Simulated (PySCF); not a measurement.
PySCF input (TPSSh/def2-TZVPD):

```python
from pyscf import gto, scf, dft

mol = gto.M(
    atom='''
    Tl   -0.00000000   -0.00000000   -0.45908937
    Cl    0.00000000    0.00000000    2.18742580
    ''',
    basis='def2-tzvpd',
    ecp='def2-tzvp',
    charge=1,
    spin=1,
    symmetry='C2v',
    verbose=4,
)

mf = dft.UKS(mol, xc='tpssh').density_fit(auxbasis='def2-universal-jkfit')
mf.grids.level = 3
mf.conv_tol = 1e-9
mf.max_cycle = 100
mf.max_memory = 1500
mf.kernel()
if not mf.converged:
    mf = mf.newton()
    mf.kernel(mf.make_rdm1())
mf.analyze()
```

Output:

```
ECP def2-tzvp not found for  Cl
PySCF version 2.14.0

[INPUT] verbose = 4
[INPUT] num. atoms = 2
[INPUT] num. electrons = 37
[INPUT] charge = 1
[INPUT] spin (= nelec alpha-beta = 2S) = 1
[INPUT] symmetry C2v subgroup None
[INPUT] Mole.unit = angstrom
[INPUT] Symbol           X                Y                Z      unit          X                Y                Z       unit  Magmom
[INPUT]  1 Tl     0.000000000000   0.000000000000  -0.459089370000 AA    0.000000000000   0.000000000000  -0.867553175999 Bohr   0.0
[INPUT]  2 Cl     0.000000000000   0.000000000000   2.187425800000 AA    0.000000000000   0.000000000000   4.133635679808 Bohr   0.0

nuclear repulsion = 71.383027174728
point group symmetry = Coov, use subgroup C2v
symmetry origin: [ 0.00000000e+00  0.00000000e+00 -7.13468026e-09]
symmetry axis x: [1. 0. 0.]
symmetry axis y: [0. 1. 0.]
symmetry axis z: [0. 0. 1.]
num. orbitals of irrep A1 = 44
num. orbitals of irrep A2 = 10
num. orbitals of irrep B1 = 24
num. orbitals of irrep B2 = 24
number of shells = 34
number of NR pGTOs = 169
number of NR cGTOs = 102
basis = def2-tzvpd
ecp = def2-tzvp

******** <class 'pyscf.df.df_jk.DFSymAdaptedUKS'> ********
method = DFSymAdaptedUKS
initial guess = minao
damping factor = 0
level_shift factor = 0
DIIS = <class 'pyscf.scf.diis.CDIIS'>
diis_start_cycle = 1
diis_space = 8
diis_damp = 0
SCF conv_tol = 1e-09
SCF conv_tol_grad = None
SCF max_cycles = 100
direct_scf = False
number electrons alpha = 19  beta = 18
XC library pyscf.dft.libxc version 7.1.2
    S. Lehtola, C. Steigemann, M. J. T. Oliveira, and M. A. L. Marques,  SoftwareX 7, 1–5 (2018)
XC functionals = tpssh
    V. N. Staroverov, G. E. Scuseria, J. Tao, and J. P. Perdew,  J. Chem. Phys. 119, 12129 (2003)
radial grids:
    Treutler-Ahlrichs [JCP 102, 346 (1995); DOI:10.1063/1.469408] (M4) radial grids

becke partition: Becke, JCP 88, 2547 (1988); DOI:10.1063/1.454033
pruning grids: <function nwchem_prune>
grids dens level: 3
symmetrized grids: C2v
atomic radii adjust function: <function treutler_atomic_radii_adjust>
small_rho_cutoff = 0
Freeze 0 electrons in irreps []
    37 free electrons in irreps A1 A2 B1 B2
Set gradient conv threshold to 3.16228e-05
[...]
beta  HOMO (A1) = -0.511094566513864  LUMO (B2) = -0.47509747564388
  HOMO = -0.511094566514  LUMO = -0.475097475644  gap/eV = 0.97953
Extra cycle  E= -632.410029210394  delta_E= -3.64e-12  |g|= 1.57e-06  |ddm|= 5.44e-06
converged SCF energy = -632.410029210394  <S^2> = 0.75451152  2S+1 = 2.0045064
**** SCF Summaries ****
Total Energy =                        -632.410029210394327
Nuclear Repulsion Energy =              71.383027174728042
One-electron Energy =                -1070.462441568031409
Two-electron Energy =                  366.669385182909139
Two-electron Coulomb Energy =          409.595031217769076
DFT Exchange-Correlation Energy =      -42.925646034859923
HOMO-LUMO gap [eV] =                     0.979530735260168
Wave-function symmetry = B2
alpha occupancy for each irrep:     A1   A2   B1   B2
                                    10    1    4    4
beta  occupancy for each irrep:     A1   A2   B1   B2
                                    10    1    4    3
**** MO energy ****
alpha MO #1 (A1 #1), energy= -101.653631061081 occ= 1
alpha MO #2 (A1 #2), energy= -9.65175345329502 occ= 1
alpha MO #3 (B2 #1), energy= -7.4107010956465 occ= 1
alpha MO #4 (A1 #3), energy= -7.38863064114389 occ= 1
alpha MO #5 (B1 #1), energy= -7.38703937272957 occ= 1
alpha MO #6 (A1 #4), energy= -5.17518652183159 occ= 1
alpha MO #7 (B2 #2), energy= -3.16298869873123 occ= 1
alpha MO #8 (B1 #2), energy= -3.16231241110831 occ= 1
alpha MO #9 (A1 #5), energy= -3.16003575389004 occ= 1
alpha MO #10 (A1 #6), energy= -1.05689725725276 occ= 1
alpha MO #11 (A1 #7), energy= -0.840120582226506 occ= 1
alpha MO #12 (A2 #1), energy= -0.840049729844932 occ= 1
alpha MO #13 (B2 #3), energy= -0.839515180809016 occ= 1
alpha MO #14 (A1 #8), energy= -0.839070961286124 occ= 1
alpha MO #15 (B1 #3), energy= -0.838386399314448 occ= 1
alpha MO #16 (A1 #9), energy= -0.628181351175127 occ= 1
alpha MO #17 (B2 #4), energy= -0.617284967214153 occ= 1
alpha MO #18 (B1 #4), energy= -0.558390818545361 occ= 1
alpha MO #19 (A1 #10), energy= -0.519246118315148 occ= 1
alpha MO #20 (B2 #5), energy= -0.267910036477351 occ= 0
alpha MO #21 (B1 #5), energy= -0.264165669726517 occ= 0
alpha MO #22 (A1 #11), energy= -0.219744893864025 occ= 0
alpha MO #23 (A1 #12), energy= -0.136864582757889 occ= 0
alpha MO #24 (A1 #13), energy= -0.0843333792358178 occ= 0
alpha MO #25 (A2 #2), energy= -0.0836002774286726 occ= 0
alpha MO #26 (A1 #14), energy= -0.0830960871420146 occ= 0
alpha MO #27 (B2 #6), energy= -0.0826239167422145 occ= 0
alpha MO #28 (B1 #6), energy= -0.0763083586909952 occ= 0
alpha MO #29 (B2 #7), energy= -0.0664048807869122 occ= 0
alpha MO #30 (B1 #7), energy= -0.0624815892976347 occ= 0
alpha MO #31 (A1 #15), energy= -0.0606242732373159 occ= 0
alpha MO #32 (A1 #16), energy= -0.0361035637561588 occ= 0
alpha MO #33 (B2 #8), energy= -0.0272695187697938 occ= 0
alpha MO #34 (B1 #8), energy= -0.0215876353269628 occ= 0
alpha MO #35 (A2 #3), energy= -0.00907811959298543 occ= 0
alpha MO #36 (A1 #17), energy= -0.00820269125197137 occ= 0
alpha MO #37 (B2 #9), energy= 0.0215144572849999 occ= 0
alpha MO #38 (B1 #9), energy= 0.0337039070102989 occ= 0
alpha MO #39 (A1 #18), energy= 0.0415095508212193 occ= 0
alpha MO #40 (A1 #19), energy= 0.079634918981589 occ= 0
alpha MO #41 (A2 #4), energy= 0.079671700871158 occ= 0
alpha MO #42 (A1 #20), energy= 0.0935561837443436 occ= 0
alpha MO #43 (A1 #21), energy= 0.110824885901721 occ= 0
alpha MO #44 (B2 #10), energy= 0.120147327729638 occ= 0
alpha MO #45 (B1 #10), energy= 0.126819808629738 occ= 0
alpha MO #46 (A1 #22), energy= 0.16834178196183 occ= 0
alpha MO #47 (B2 #11), energy= 0.271055286457058 occ= 0
alpha MO #48 (B1 #11), energy= 0.291492994976244 occ= 0
alpha MO #49 (A1 #23), energy= 0.317100118722837 occ= 0
alpha MO #50 (A2 #5), energy= 0.332833447982996 occ= 0
alpha MO #51 (A1 #24), energy= 0.34030214966204 occ= 0
alpha MO #52 (B2 #12), energy= 0.369333566256939 occ= 0
alpha MO #53 (B2 #13), energy= 0.384534562406724 occ= 0
alpha MO #54 (B1 #12), energy= 0.387170539388833 occ= 0
alpha MO #55 (B1 #13), energy= 0.394564372958533 occ= 0
alpha MO #56 (A1 #25), energy= 0.429849344435848 occ= 0
alpha MO #57 (B1 #14), energy= 0.467112404708758 occ= 0
alpha MO #58 (B2 #14), energy= 0.467112597703203 occ= 0
alpha MO #59 (A2 #6), energy= 0.481010342862024 occ= 0
alpha MO #60 (A1 #26), energy= 0.481062016778058 occ= 0
alpha MO #61 (A1 #27), energy= 0.521128173463843 occ= 0
alpha MO #62 (B2 #15), energy= 0.559026904222828 occ= 0
alpha MO #63 (B1 #15), energy= 0.568350558708522 occ= 0
alpha MO #64 (A1 #28), energy= 0.634440650416072 occ= 0
alpha MO #65 (A2 #7), energy= 0.689184732368856 occ= 0
alpha MO #66 (A1 #29), energy= 0.689189888886831 occ= 0
alpha MO #67 (B2 #16), energy= 0.702455102901804 occ= 0
alpha MO #68 (B1 #16), energy= 0.704660789899909 occ= 0
alpha MO #69 (A1 #30), energy= 0.713151804028113 occ= 0
alpha MO #70 (A1 #31), energy= 0.959557867022625 occ= 0
alpha MO #71 (A1 #32), energy= 1.6315575906265 occ= 0
alpha MO #72 (A2 #8), energy= 1.63160483004694 occ= 0
alpha MO #73 (B2 #17), energy= 1.66842768225791 occ= 0
alpha MO #74 (B1 #17), energy= 1.69638473104724 occ= 0
alpha MO #75 (A1 #33), energy= 1.74784171824974 occ= 0
alpha MO #76 (B2 #18), energy= 1.75995449345156 occ= 0
alpha MO #77 (A2 #9), energy= 1.77853864254432 occ= 0
alpha MO #78 (B1 #18), energy= 1.78226621670178 occ= 0
alpha MO #79 (A1 #34), energy= 1.78261561782042 occ= 0
alpha MO #80 (B2 #19), energy= 1.79707738848744 occ= 0
alpha MO #81 (B1 #19), energy= 1.80199673861953 occ= 0
alpha MO #82 (B2 #20), energy= 1.85073905630393 occ= 0
alpha MO #83 (B1 #20), energy= 1.85074422917644 occ= 0
alpha MO #84 (A1 #35), energy= 1.89198453723642 occ= 0
alpha MO #85 (A2 #10), energy= 1.8964488151876 occ= 0
alpha MO #86 (A1 #36), energy= 1.90961475990608 occ= 0
alpha MO #87 (B2 #21), energy= 2.02422006401177 occ= 0
alpha MO #88 (B1 #21), energy= 2.06354461742923 occ= 0
alpha MO #89 (B2 #22), energy= 2.06853022493682 occ= 0
alpha MO #90 (B1 #22), energy= 2.09173693605715 occ= 0
alpha MO #91 (A1 #37), energy= 2.1838495279729 occ= 0
alpha MO #92 (A1 #38), energy= 2.25808598024112 occ= 0
alpha MO #93 (A1 #39), energy= 2.54270745897873 occ= 0
alpha MO #94 (B2 #23), energy= 10.4361580391252 occ= 0
alpha MO #95 (B1 #23), energy= 10.4737733149173 occ= 0
alpha MO #96 (A1 #40), energy= 10.6429186938879 occ= 0
alpha MO #97 (A1 #41), energy= 24.7019781328308 occ= 0
alpha MO #98 (A1 #42), energy= 34.6570474682957 occ= 0
alpha MO #99 (B2 #24), energy= 35.5309951556261 occ= 0
alpha MO #100 (B1 #24), energy= 35.5312595856152 occ= 0
alpha MO #101 (A1 #43), energy= 35.6099577349927 occ= 0
alpha MO #102 (A1 #44), energy= 128.971298694914 occ= 0
[...]
```
